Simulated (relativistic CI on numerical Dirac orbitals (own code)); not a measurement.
**Transition arrays of Ru XX**

Method of calculation: Dirac-Coulomb-Breit CI, separate exchange-only KLI orbitals for each configuration, model QED, valence Slater integrals scaled by 0.9, whole transition arrays (own radial code, finite nucleus).

CI space (outside the closed core [Ne] 3s2): 3p6 3d7, 3p6 3d6 4f, 3p5 3d8, 3p6 3d6 4p, 3p6 3d6 5f. Levels of other configurations are missing.

All E1 lines from the levels of 3p6 3d7; mean and standard deviation are weighted by gf, and upper levels are sorted by their leading configuration.

| Upper configuration | Lines | Σgf | Mean (eV) | Mean (nm) | σ (eV) | Strongest line (nm) |
| --- | --- | --- | --- | --- | --- | --- |
| 3p6 3d6 4f | 2825 | 509.7 | 502.54 | 2.467 | 5.44 | 2.442 |
| 3p5 3d8 | 466 | 73.5 | 187.29 | 6.620 | 13.41 | 6.085 |
| 3p6 3d6 4p | 1718 | 39.3 | 377.78 | 3.282 | 5.24 | 3.305 |
| 3p6 3d6 5f | 2825 | 215.4 | 627.39 | 1.976 | 6.09 | 1.967 |

Σgf per state of the lower configuration in bins of 0.2 nm over the central range (centre: value): 1.9: 1.58, 2.1: 0.22, 2.5: 4.24, 3.3: 0.31, 6.1: 0.14, 6.3: 0.08, 6.5: 0.08, 6.7: 0.07, 6.9: 0.05.

Q: How do configuration mixing and the scaling of the Slater integrals move the arrays?

A: Slater scale 0.9, no configuration mixing: 3p6 3d6 4f 502.9 ± 5.5 eV (Σgf 534.8), 3p5 3d8 188.0 ± 13.5 eV (Σgf 81.3), 3p6 3d6 4p 377.9 ± 5.3 eV (Σgf 37.2), 3p6 3d6 5f 626.9 ± 6.1 eV (Σgf 162.6); Slater scale 1: 3p6 3d6 4f 503.6 ± 5.9 eV (Σgf 511.8), 3p5 3d8 188.1 ± 14.2 eV (Σgf 72.9), 3p6 3d6 4p 377.9 ± 5.8 eV (Σgf 39.6), 3p6 3d6 5f 627.9 ± 6.7 eV (Σgf 216.7); Slater scale 0.8: 3p6 3d6 4f 501.4 ± 5.0 eV (Σgf 507.5), 3p5 3d8 186.5 ± 12.7 eV (Σgf 74.0), 3p6 3d6 4p 377.6 ± 4.7 eV (Σgf 39.1), 3p6 3d6 5f 626.9 ± 5.5 eV (Σgf 214.1). With mixing, levels are counted to their leading configuration, so an array can shrink or vanish into another, and the sums then hold other lines.
